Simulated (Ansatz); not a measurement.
Cost and result for the atomization energy of Cl₃FH₂Si₂, SMILES `F[SiH2][Si](Cl)(Cl)Cl` (8 atoms, 7 bonds).

```xyz
8

F    -2.065   -0.446    0.971
Si   -0.470   -0.560    1.007
Si    0.424    0.491   -0.882
Cl   -0.230   -0.382   -2.605
Cl    2.457    0.306   -0.781
Cl   -0.054    2.472   -0.933
H     0.032    0.114    2.228
H    -0.092   -1.994    0.997
```

The species carries charge 0 and has multiplicity 1. The geometry is a stationary point of PBE0-D4/def2-TZVP. It is one conformer, not always the lowest. Program: Ansatz. All runs use 4 threads of an AMD EPYC 7B13 on a shared host. Times are those of one run each, without the atoms' runs, and a repeat can differ threefold. Electronic energies, without spin–orbit coupling; frozen cores. CCSD(T)/CBS adds CCSD(T) − MP2 in def2-TZVPP to the MP2 limit, and its time is that of the two runs behind it. T1 = 0.011. B3LYP takes the VWN-RPA correlation (the form of Gaussian; ORCA's B3LYP/G). HSE06 is the plane-wave form, built on full-range PBE exchange.

CCSD(T)/CBS is a level of theory with its own doubt, some kJ/mol a heavy atom from the limit and from the frozen cores, so smaller differences don't rank the functionals.

```tsv
level	functions	wall time	atomization (kcal/mol)	difference from CCSD(T)/CBS	per bond
LDA (SPW92)/def2-TZVPP	269	3.4 s	722.6	83.4	11.9
revPBE-D4/def2-TZVPP	269	3.8 s	626.8	-12.4	-1.8
CCSD(T)/def2-SVP	114	4.4 s	573.1	-66.1	-9.4
HSE06-D4/def2-TZVPP	269	4.5 s	634.1	-5.1	-0.7
PBE-D4/def2-TZVPP (with forces)	269	4.8 s	642.2	3.0	0.4
B2PLYP/def2-TZVPP	269	6 s	622.1	-17.1	-2.4
r2SCANh-D4/def2-TZVPP	269	6.5 s	636.9	-2.3	-0.3
B3LYP-D4/def2-TZVPP (with forces)	269	7 s	627.2	-12.0	-1.7
ωB97X-V/def2-TZVPP	269	8.5 s	642.3	3.1	0.4
B97M-V/def2-TZVPP	269	13 s	645.7	6.5	0.9
MP2/def2-QZVPP	467	20 s	652.5	13.3	1.9
CCSD(T)/def2-TZVPP	269	3.2 min	615.0	-24.2	-3.5
CCSD(T)/CBS(def2)	–	3.6 min	639.2	0.0	0.0
```

From PBE to PBE0 (25 % exact exchange), in def2-TZVPP and without D4, the atomization energy moves by −7.4 kcal/mol: exact exchange takes away binding that semilocal exchange gives to molecules. Leaving LDA and LC-ωPBE aside and taking each functional with its dispersion term where it has one, the values, not all of them listed here, spread over 30.8 kcal/mol, from BHLYP-D4 to B97M-V. LDA lies +88.2 kcal/mol from PBE without D4, its usual overbinding. In def2-TZVPP, CCSD(T) changes the Hartree–Fock value by +139.4 kcal/mol (the triples alone add +11.7 kcal/mol) and MP2 by +162.4 kcal/mol; breaking electron pairs costs correlation energy, which Hartree–Fock lacks.
